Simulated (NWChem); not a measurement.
All runs are NWChem calculations. System: Cl$_{2}$Si, charge 0, spin multiplicity 1, at a geometry optimised with PBE/def2-SVP. The structure started from a generated list of species. Level: CCSD(T)/def2-TZVP, 15 core orbitals frozen.

Part of the output:

```
             Northwest Computational Chemistry Package (NWChem) 7.3.0
             --------------------------------------------------------

                                NWChem Input Module
                                -------------------

 Scaling coordinates for geometry "geometry" by  1.889725989
 (inverse scale =  0.529177249)

 Turning off AUTOSYM since
 SYMMETRY directive was detected!

                             Geometry "geometry" -> ""
                             -------------------------

 Output coordinates in angstroms (scale by  1.889725989 to convert to a.u.)

  No.       Tag          Charge          X              Y              Z
 ---- ---------------- ---------- -------------- -------------- --------------
    1 Si                  14.0000     0.00000000     0.00000000     0.94165500
    2 Cl                  17.0000    -1.64011000     0.00000000    -0.38774000
    3 Cl                  17.0000     1.64011000     0.00000000    -0.38774000

 Effective nuclear repulsion energy (a.u.)     165.9319146690

            Nuclear Dipole moment (a.u.)
            ----------------------------
        X                 Y               Z
 ---------------- ---------------- ----------------
     0.0000000000     0.0000000000     0.0000188973

      Symmetry information
      --------------------

 Group name             C2v
 Group number             16
 Group order               4
 No. of unique centers     2

      Symmetry unique atoms

     1    2


 Summary of "ao basis" -> "" (spherical)
 ------------------------------------------------------------------------------
       Tag                 Description            Shells   Functions and Types
 ---------------- ------------------------------  ------  ---------------------
 *                         def2-tzvp                  on all atoms

 Summary of "ao basis" -> "ao basis" (spherical)
 ------------------------------------------------------------------------------
       Tag                 Description            Shells   Functions and Types
 ---------------- ------------------------------  ------  ---------------------
 Si                        def2-tzvp                13       37   5s5p2d1f
 Cl                        def2-tzvp                13       37   5s5p2d1f

                                 NWChem SCF Module
                                 -----------------

  ao basis        = "ao basis"
  functions       =   111
  atoms           =     3
  closed shells   =    24
  open shells     =     0
  charge          =   0.00
  wavefunction    = RHF
  use symmetry    = T
  symmetry adapt  = T

 Summary of "ao basis" -> "ao basis" (spherical)
 ------------------------------------------------------------------------------
       Tag                 Description            Shells   Functions and Types
 ---------------- ------------------------------  ------  ---------------------
 Si                        def2-tzvp                13       37   5s5p2d1f
 Cl                        def2-tzvp                13       37   5s5p2d1f

      Symmetry analysis of basis
      --------------------------

        a1         41
        a2         15
        b1         34
        b2         21

 Forming initial guess at       0.1s

      Superposition of Atomic Density Guess
      -------------------------------------

 Sum of atomic energies:       -1207.79078770

      Non-variational initial energy
      ------------------------------

 Total energy =   -1208.114940
 1-e energy   =   -2001.572330
 2-e energy   =     627.525475
 HOMO         =      -0.274243
 LUMO         =      -0.047803

      Symmetry analysis of molecular orbitals - initial
      -------------------------------------------------

  Numbering of irreducible representations:

     1 a1          2 a2          3 b1          4 b2

  Orbital symmetries:

     1 a1          2 b1          3 a1          4 a1          5 b1
     6 a1          7 b1          8 a1          9 b2         10 b1
    11 a2         12 a1         13 b1         14 a1         15 b2
    16 a1         17 b1         18 a1         19 b1         20 a1
    21 b2         22 a2         23 b1         24 a1         25 b2
    26 b1         27 a1         28 a1         29 b1         30 b2
[...]
    54     -0.235126  2 Cl pz                91     -0.235126  3 Cl pz
    57     -0.192515  2 Cl pz                94     -0.192515  3 Cl pz

 Vector   25  Occ=0.000000D+00  E= 6.327129D-03  Symmetry=b2
              MO Center=  1.1D-15, -1.9D-16,  9.2D-01, r^2= 3.6D+00
   Bfn.  Coefficient  Atom+Function         Bfn.  Coefficient  Atom+Function
  ----- ------------  ---------------      ----- ------------  ---------------
    19      0.695298  1 Si py                16      0.394084  1 Si py
    56     -0.247958  2 Cl py                93     -0.247958  3 Cl py

 Vector   26  Occ=0.000000D+00  E= 1.086157D-01  Symmetry=b1
              MO Center=  8.0D-15,  5.8D-17,  1.1D+00, r^2= 5.1D+00
   Bfn.  Coefficient  Atom+Function         Bfn.  Coefficient  Atom+Function
  ----- ------------  ---------------      ----- ------------  ---------------
    18      1.227024  1 Si px                42      0.586084  2 Cl s
    79     -0.586084  3 Cl s                 57      0.345422  2 Cl pz
    94     -0.345422  3 Cl pz                15      0.278587  1 Si px

 Vector   27  Occ=0.000000D+00  E= 1.259160D-01  Symmetry=a1
              MO Center=  4.2D-13, -1.6D-15,  7.5D-01, r^2= 5.5D+00
   Bfn.  Coefficient  Atom+Function         Bfn.  Coefficient  Atom+Function
  ----- ------------  ---------------      ----- ------------  ---------------
    20      1.138457  1 Si pz                 5     -0.787317  1 Si s
    42      0.589749  2 Cl s                 79      0.589749  3 Cl s
    55      0.469214  2 Cl px                92     -0.469214  3 Cl px
     4     -0.296274  1 Si s                 17      0.209165  1 Si pz
     3      0.176965  1 Si s

 center of mass
 --------------
 x =   0.00000000 y =   0.00000000 z =  -0.01491923

 moments of inertia (a.u.)
 ------------------
         126.115820136530           0.000000000000           0.000000000000
           0.000000000000         797.938978857858           0.000000000000
           0.000000000000           0.000000000000         671.823158721328

  Mulliken analysis of the total density
  --------------------------------------

    Atom       Charge   Shell Charges
 -----------   ------   -------------------------------------------------------
    1 Si  14    13.40   2.00  0.59  1.38  1.14  0.65  4.10  1.74  0.39  0.84  0.22  0.10  0.19  0.05
    2 Cl  17    17.30   2.01  0.45  1.52  1.09  0.87  4.18  1.69  1.06  2.88  1.52  0.01  0.03  0.00
    3 Cl  17    17.30   2.01  0.45  1.52  1.09  0.87  4.18  1.69  1.06  2.88  1.52  0.01  0.03  0.00

       Multipole analysis of the density wrt the origin
       ------------------------------------------------

     L   x y z        total         open         nuclear
     -   - - -        -----         ----         -------
     0   0 0 0     -0.000000      0.000000     48.000000

     1   1 0 0     -0.000000      0.000000      0.000000
     1   0 1 0     -0.000000      0.000000      0.000000
     1   0 0 1      0.511809      0.000000      0.000019

     2   2 0 0    -30.948010      0.000000    326.604784
     2   1 1 0     -0.000000      0.000000      0.000000
     2   1 0 1      0.000000      0.000000      0.000000
     2   0 2 0    -26.872241      0.000000      0.000000
     2   0 1 1     -0.000000      0.000000      0.000000
     2   0 0 2    -29.043569      0.000000     62.585175

                   NWChem Extensible Many-Electron Theory Module
                   ---------------------------------------------


            General Information
            -------------------
      Number of processors :     1
         Wavefunction type : Restricted Hartree-Fock
          No. of electrons :    48
           Alpha electrons :    24
            Beta electrons :    24
           No. of orbitals :   222
            Alpha orbitals :   111
             Beta orbitals :   111
        Alpha frozen cores :    15
         Beta frozen cores :    15
     Alpha frozen virtuals :     0
      Beta frozen virtuals :     0
         Spin multiplicity : singlet
    Number of AO functions :   111
       Number of AO shells :    39
        Use of symmetry is : on
      Symmetry adaption is : on
         Schwarz screening : 0.10D-09

          Correlation Information
          -----------------------
          Calculation type : Coupled-cluster singles & doubles w/ perturbation
   Perturbative correction : (T)
            Max iterations :      100
        Residual threshold : 0.10D-05
     T(0) DIIS level shift : 0.00D+00
     L(0) DIIS level shift : 0.00D+00
     T(1) DIIS level shift : 0.00D+00
     L(1) DIIS level shift : 0.00D+00
     T(R) DIIS level shift : 0.00D+00
     T(I) DIIS level shift : 0.00D+00
   CC-T/L Amplitude update :  5-th order DIIS
                I/O scheme : Global Array Library
        L-threshold :  0.10D-05
        EOM-threshold :  0.10D-05
 no EOMCCSD initial starts read in
 TCE RESTART OPTIONS
 SLICE:      F
 D4D5:       F
 quantumc:   F
 qrotation:  F
 pwtce:      F
 qducc:      F
 nacto:                         0
 nrotv:                         0
 nrot:                          0

            Memory Information
            ------------------
          Available GA space size is     249024479 doubles
          Available MA space size is     104852260 doubles

 Maximum block size supplied by input
 Maximum block size        24 doubles

 tile_dim =     18

 -------------------------------------------------

 Global array virtual files algorithm will be used

 Parallel file system coherency ......... OK

 4-electron integrals stored in orbital form

 v2    file size   =          4229627
 4-index algorithm nr.  13 is used
 imaxsize =       30
 imaxsize ichop =        0


CCSD iterations
 ---------------------------------------------------------
 Iter          Residuum       Correlation     Cpu    Wall
 ---------------------------------------------------------
    1   0.1716791856129  -0.4643962217250     1.0     1.0
    2   0.0436479554543  -0.4934531965037     1.0     1.0
    3   0.0154541482372  -0.5023190743450     1.0     1.0
    4   0.0066684707701  -0.5043937477173     1.0     1.0
    5   0.0031317335300  -0.5052369398333     1.0     1.0
    6   0.0010302229448  -0.5056745838492     1.0     1.0
    7   0.0004933716702  -0.5057562757360     1.0     1.0
    8   0.0002709644439  -0.5057658600390     1.0     1.0
    9   0.0001599359657  -0.5057686486986     1.0     1.0
   10   0.0000934290229  -0.5057733745440     1.0     1.0
   11   0.0000141909059  -0.5057775460923     1.0     1.0
   12   0.0000064906497  -0.5057787955230     1.0     1.0
   13   0.0000035169955  -0.5057791348018     1.0     1.0
   14   0.0000021147928  -0.5057791611718     1.0     1.0
   15   0.0000012728136  -0.5057791860243     1.0     1.0
   16   0.0000002400487  -0.5057791775677     1.0     1.0
 -----------------------------------------------------------------
 Iterations converged
 CCSD correlation energy / hartree =        -0.505779177567719
 CCSD total energy / hartree       =     -1208.539841443391879

 Singles contributions

 Doubles contributions
 CCSD(T)
 Using plain CCSD(T) code
             total no. of tasks         1540
 total no. of tasks / no. procs         1540
                         wl_min         2197           3.6
                         wl_max       311040           8.2
        thresh for no. of tasks         1540

 CCSD[T]  correction energy / hartree =        -0.024319953109870
 CCSD[T] correlation energy / hartree =        -0.530099130677589
 CCSD[T] total energy / hartree       =     -1208.564161396501731
 CCSD(T)  correction energy / hartree =        -0.023853813288562
 CCSD(T) correlation energy / hartree =        -0.529632990856281
 CCSD(T) total energy / hartree       =     -1208.563695256680376

 Task  times  cpu:       59.0s     wall:       59.0s

 Total times  cpu:       59.0s     wall:       59.0s
```

Problem. Write an NWChem input that would produce this output.

Solution. One answer among several that fit: 
```
start mol
memory heap 100 mb stack 700 mb global 1900 mb
geometry units angstroms nocenter noautoz
  Si     0.000000     0.000000     0.941655
  Cl    -1.640110     0.000000    -0.387740
  Cl     1.640110     0.000000    -0.387740
  symmetry group C2v
end
basis spherical
  * library def2-tzvp
end
scf
  rhf
  nopen 0
  maxiter 100
  thresh 1e-7
  semidirect memsize 60000000 filesize 0
end
tce
  freeze core 15
  ccsd(t)
  2eorb
  2emet 13
  thresh 1e-6
  maxiter 100
  tilesize 24
end
task tce energy
```
